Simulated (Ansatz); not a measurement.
Frontier orbitals of CH₅AlGeOS.

```xyz
10

O     0.988   -1.931    1.233
Ge    1.038   -0.157    1.048
Al    0.479    1.088   -0.945
C    -1.237    0.160   -0.948
S    -1.141    0.697    0.817
H     0.857   -2.375    0.393
H     1.492    0.304    2.443
H     0.960    2.445   -1.590
H    -1.368   -0.915   -1.033
H    -2.069    0.684   -1.418
```

Charge 0, multiplicity 1. Correlated methods include outer-core shells of Ge, which these sets cover unevenly. Scalar relativity is left out up to krypton. The structure was optimised at the PBE0-D4/def2-TZVP level. It is one conformer, not always the lowest. Basis def2-TZVPP, Ansatz.

| functional | HOMO (eV) | LUMO (eV) | gap (eV) |
| --- | --- | --- | --- |
| LDA (SPW92) | -5.92 | -2.02 | 3.90 |
| PBE | -5.79 | -1.83 | 3.96 |
| B97M-V | -6.05 | -1.69 | 4.36 |
| PBE0 | -6.81 | -1.13 | 5.68 |
| r2SCAN0 | -6.96 | -1.01 | 5.95 |
| HSE06 (plane-wave form) | -6.42 | -1.49 | 4.93 |
| BHLYP | -7.71 | -0.38 | 7.33 |
| ωB97M-V | -8.77 | 0.45 | 9.22 |

Against PBE, PBE0 changes HOMO and LUMO by −1.02 and +0.70 eV, ωB97M-V by −2.98 and +2.28 eV. A gap of 3.96 eV thus becomes 9.22 eV for the same molecule, so an orbital gap means little without its functional. A positive LUMO is unbound and depends on the basis.
